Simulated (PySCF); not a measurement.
**BHandHLYP on P (phosphorus, neutral)**

Configuration: [Ne] 3s2 3p3, high-spin 4S determinant. Calculation: PySCF 2.14, in aug-cc-pV(T+d)Z with one added diffuse shell each of s, p, d, f type (7s6p5d3f, 71 functions); no relativity, point nucleus.

* Total energy: -341.2747 hartree
* One-electron energy: -471.5779 hartree
* Hartree (Coulomb) energy: 153.4892 hartree
* Exchange-correlation energy: -23.1860 hartree
* Kinetic energy: 340.45712 hartree
* ⟨S²⟩: 3.7506
* ⟨L²⟩: 0.000
* Sum of ⟨r⟩: 14.93 bohr
* Sum of ⟨r²⟩: 30.15 bohr²
* Density at the nucleus (Gaussians lack the cusp): 2150 bohr⁻³
* Spin density at the nucleus: 0.0890 bohr⁻³
* Langevin diamagnetic susceptibility: -23.9 ×10⁻⁶ cm³/mol

```tsv
shell	electrons	mean orbital energy (hartree)	rms radius, mean of both spins (bohr)
1s α	1	-78.22814	0.120
1s β	1	-78.21236	0.120
2s α	1	-6.94992	0.566
2s β	1	-6.93392	0.566
2p α	3	-5.01413	0.542
2p β	3	-4.98712	0.542
3s α	1	-0.69063	2.07
3s β	1	-0.52935	2.07
3p α	3	-0.31063	2.53
```
